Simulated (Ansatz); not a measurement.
Cost and result for the atomization energy of C₂H₇SSb (`[CH3][Sb]([CH3])[SH]`) (11 atoms, 10 bonds).

```xyz
11

C     0.579   -1.294    0.923
Sb   -0.763   -0.552   -0.587
C    -0.880    1.419    0.270
S     0.993    0.008   -2.176
H     0.036   -1.403    1.863
H     1.408   -0.599    1.058
H     0.966   -2.266    0.616
H     0.122    1.791    0.484
H    -1.376    2.089   -0.431
H    -1.458    1.374    1.196
H     0.373   -0.568   -3.216
```

The species carries charge 0 and has multiplicity 1. Correlated methods include outer-core shells of Sb, which these sets cover unevenly. Sb: def2 effective core potential. The geometry is a stationary point of PBE0-D4/def2-TZVP. It is one conformer, not always the lowest. Program: Ansatz. All runs use 4 threads of an Arm Neoverse V1 on a shared host. Times are those of one run each, without the atoms' runs, and a repeat can differ threefold. Electronic energies, without spin–orbit coupling; frozen cores. CCSD(T)/CBS adds CCSD(T) − MP2 in def2-TZVPP to the MP2 limit, and its time is that of the two runs behind it. T1 = 0.012. With those shells the extrapolation isn't a true limit. B3LYP takes the VWN-RPA correlation (the form of Gaussian; ORCA's B3LYP/G).

CCSD(T)/CBS is a level of theory with its own doubt, some kJ/mol a heavy atom from the limit and from the frozen cores, so smaller differences don't rank the functionals.

| level | functions | wall time |
| --- | --- | --- |
| PBE-D4/def2-TZVPP (with forces) | 252 | 2.7 s |
| PBE0-D4/def2-TZVPP | 252 | 3.5 s |
| B3LYP-D4/def2-TZVPP (with forces) | 252 | 5.5 s |
| r2SCAN-D4/def2-TZVPP (with forces) | 252 | 6 s |
| B2PLYP/def2-TZVPP | 252 | 7 s |
| ωB97X-V/def2-TZVPP | 252 | 9.5 s |
| ωB97M-V/def2-TZVPP (with forces) | 252 | 14 s |
| MP2/def2-QZVPP | 476 | 22 s |
| CCSD(T)/def2-TZVPP | 252 | 3.7 min |
| CCSD(T)/CBS(def2) | – | 4.1 min |

What atomization energy does each give, and how far from CCSD(T)/CBS? (An estimate is asked.)

The calculation gave: 
```csv
level,atomization (kcal/mol),difference from CCSD(T)/CBS,per bond
PBE-D4/def2-TZVPP (with forces),893.2,10.5,1.0
PBE0-D4/def2-TZVPP,880.0,-2.7,-0.3
B3LYP-D4/def2-TZVPP (with forces),882.0,-0.7,-0.1
r2SCAN-D4/def2-TZVPP (with forces),879.6,-3.1,-0.3
B2PLYP/def2-TZVPP,867.8,-14.9,-1.5
ωB97X-V/def2-TZVPP,884.4,1.7,0.2
ωB97M-V/def2-TZVPP (with forces),880.7,-2.0,-0.2
MP2/def2-QZVPP,873.1,-9.6,-1.0
CCSD(T)/def2-TZVPP,856.6,-26.1,-2.6
CCSD(T)/CBS(def2),882.7,0.0,0.0
```

From PBE to PBE0 (25 % exact exchange), in def2-TZVPP and without D4, the atomization energy moves by −12.2 kcal/mol: exact exchange takes away binding that semilocal exchange gives to molecules. In def2-TZVPP, CCSD(T) changes the Hartree–Fock value by +225.2 kcal/mol (the triples alone add +13.2 kcal/mol) and MP2 by +226.1 kcal/mol; breaking electron pairs costs correlation energy, which Hartree–Fock lacks. The D4 term adds +10.3 kcal/mol with B3LYP and +5.4 kcal/mol with PBE0; it sums over pairs of atoms, weighted by their polarisabilities, and B3LYP, whose exchange is more repulsive, gets the larger term.
